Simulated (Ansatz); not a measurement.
`BOCC(F)(F)F` and `C[SiH2]C(F)(F)F` differ in one atom or group.

Ansatz, PBE0-D4/def2-TZVP geometries, multiplicity 1. Each molecule was computed in one conformer, which needn't be the lowest.

| property | `BOCC(F)(F)F` |
| --- | --- |
| LUMO energy (ωB97M-V/def2-TZVPP) / eV | 1.06 |
| HOMO–LUMO gap (PBE0/def2-TZVPP) / eV | 8.37 |
| size of the dipole moment (ωB97M-V/def2-TZVPP) / D | 1.95 |
| HOMO–LUMO gap (ωB97M-V/def2-TZVPP) / eV | 12.61 |
| HOMO energy (ωB97M-V/def2-TZVPP) / eV | -11.55 |
| HOMO energy (B3LYP/def2-TZVPP) / eV | -8.98 |

**Question.** Give the same properties after the change, and the shifts. (Best estimate.)

**Answer.** Computed: 
```
                                          property  `C[SiH2]C(F)(F)F`  shift
             LUMO energy (ωB97M-V/def2-TZVPP) / eV               1.89   0.83
              HOMO–LUMO gap (PBE0/def2-TZVPP) / eV               9.66   1.29
size of the dipole moment (ωB97M-V/def2-TZVPP) / D               2.72   0.77
           HOMO–LUMO gap (ωB97M-V/def2-TZVPP) / eV              13.49   0.88
             HOMO energy (ωB97M-V/def2-TZVPP) / eV             -11.59  -0.04
               HOMO energy (B3LYP/def2-TZVPP) / eV              -9.10  -0.12
```

With PBE0 the HOMO falls by 0.11 eV and the LUMO rises by 1.18 eV, so the gap widens by about 1.29 eV. PBE moves the HOMO by -0.08 eV and ωB97M-V by -0.04 eV. Dipoles are sizes alone; their direction can turn.

Positive LUMOs are unbound, so they and the gaps depend on the basis.

B3LYP here is the variant with VWN-RPA as its local correlation; programs differ in this.
